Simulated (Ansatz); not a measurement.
A structure relaxed at PBE0-D4/def2-TZVP, charge 0, multiplicity 1:

| atom | x (Å) | y (Å) | z (Å) |
| --- | --- | --- | --- |
| F1 | 1.4642 | 0.3218 | 0.9599 |
| C2 | 0.2714 | 0.7809 | 0.3722 |
| Ga3 | -0.4734 | -0.8552 | -0.5127 |
| H4 | 0.5324 | 1.5885 | -0.3161 |
| H5 | -0.3540 | 1.1881 | 1.1704 |
| H6 | -1.4118 | -1.8139 | 0.3015 |
| H7 | -0.0289 | -1.2102 | -1.9752 |

**Question.** Give its formula and SMILES.

**Answer.** CH4FGa, `F[CH2][GaH2]`.

**Question.** Point group (tolerance 0.08 Å, 0.16 Å for H)?

**Answer.** Cs.

**Question.** Summarise the bond lengths by kind.

**Answer.** 1 × C–F 1.407 Å; 1 × C–Ga 2.004 Å; 2 × C–H 1.093 Å; 2 × Ga–H 1.569 Å.

Computed with Ansatz.
